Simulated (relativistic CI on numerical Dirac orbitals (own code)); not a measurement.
Calculated at this level of theory: Dirac-Coulomb-Breit CI, orbitals from a KLI potential per configuration, QED by a radiative potential, unscaled Slater integrals (own radial code, finite nucleus).

The strongest absorption lines from the ground level of an ion, among the configurations computed and to levels below about 5490 eV (vacuum wavelength in Å, gf): 2.3882 (0.29), 2.4977 (0.53), 2.9432 (0.32), 2.9887 (0.12), 3.0637 (1.5), 3.2336 (2.1), 3.2782 (0.13), 3.4944 (0.14).

Task: Which ion is it?
A. Ag XXXVIII
B. Sn XXXIX
C. Sn XLI
D. Ru XXXV

Result: C. Sn XLI has 10 electrons and the ground level 2s²2p⁶ ¹S0; the strongest line goes to 2s²2p⁵3d ¹P°1. The pattern of lines fixes the number of electrons, and along that sequence the line energies rise steadily with the charge (about as its square where n changes within one kind of shell, about linearly where n is kept but much faster in heavy ions where fine structure, which grows about as Z⁴, sets the gap, and irregularly where shells cross), which fixes Z. Configurations outside the model, such as inner-shell arrays, can give stronger lines. At this charge energies of transitions that change n are usually good to better than 1 %, and those within a shell (Δn = 0) to a few per cent.

LS names give the leading component of a level, which can be under half, so a name can repeat, a term be missing and a line seem to break the LS rules.
